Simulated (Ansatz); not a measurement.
A made-up structure of CH4GeN (charge +1), singlet:

C1  (-0.763, -1.729, 0.181)
N2  (-0.306, -0.693, 0.072)
Ge3  (0.491, 1.112, -0.116)
H4  (-1.196, -2.710, 0.283)
H5  (-0.107, -2.550, 0.315)
H6  (-0.203, 1.814, 1.040)
H7  (1.958, 0.758, 0.062)
(Å)

It is relaxed with PBE-D4/def2-SVP and then PBE0-D4/def2-TZVP (Ansatz 0.2.0). Atoms count as bonded within 1.22 times the sum of their covalent radii (H–H: 0.88 Å). The end point is not checked to be a true minimum.

Does its bonding change? (Judge from chemistry; the calculation decides.)

The calculation gives: No: no bond forms or breaks.

Where it ends: The first stage lowers the energy by 4.56 eV in 10 steps. It ends as CH₄GeN ([CH2][N][GeH2]), total charge +1:
```
7
angstrom
C -0.5543 -1.9366 0.2770
N -0.0971 -0.7777 0.2649
Ge 0.5256 0.8124 0.2470
H -1.3108 -2.2502 -0.4482
H -0.2104 -2.6689 1.0133
H -0.2290 1.8084 1.1002
H 1.7504 1.0143 -0.6180
```

Labels in which every atom is bracketed show which atoms are joined, not bond orders.

For scale, one of the runs: PBE0-D4/def2-TZVP relaxation, 134 basis functions, launched by `ansatz run in.yaml --threads 2 --pin off --events-out ev --progress --plain --max-ram 4352MiB`. Hardware: 2 CPU threads of an Arm Neoverse V1, shared host. Wall time about 29 s.
